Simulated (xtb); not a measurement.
Li(Me) (CH3Li), SMILES [Li][CH3]. All values are semi-empirical tight-binding results from xtb (GFN2-xTB unless named), good for trends rather than for accurate numbers. The structure is a stationary point at GFN2-xTB. The isomer is the one that the SMILES or the coordinates give; other isomers of the formula were not compared.

Optimised geometry:

```xyz
5

Li     0.0000     0.0000    -1.5460
C      0.0000     0.0000     0.3702
H      0.8698     0.5022     0.8055
H      0.0000    -1.0044     0.8055
H     -0.8698     0.5022     0.8055
```
Charge 0, spin multiplicity 1.

For metal compounds this method's bond lengths and energies can be far off.

```
Property                                      Result
-------------------------------------  -------------
point group as xtb finds it                      C3v
orbital gap                                  3.21 eV
zero-point energy                      20.3 kcal/mol
G − E(el) at 298.15 K (modified RRHO)   6.9 kcal/mol
```

Computed IR lines (harmonic; lines under 4 % of the strongest left out, lines within 3 cm⁻¹ merged):
ν (cm⁻¹): 303 (vs), 546 (m), 2903 (s) (against the strongest line: vs over 80 %, s over 45 %, m over 15 %, w over 4 %, vw less)

**Question.** Give the atomic charges and the Wiberg bond orders between heavy atoms. (Estimate from the structure and the level; the computed values follow.)

**Answer.** charges (e) Li1 0.36, C2 -0.33, H3 -0.01, H4 -0.01, H5 -0.01. Bond orders Li1–C2 0.89.
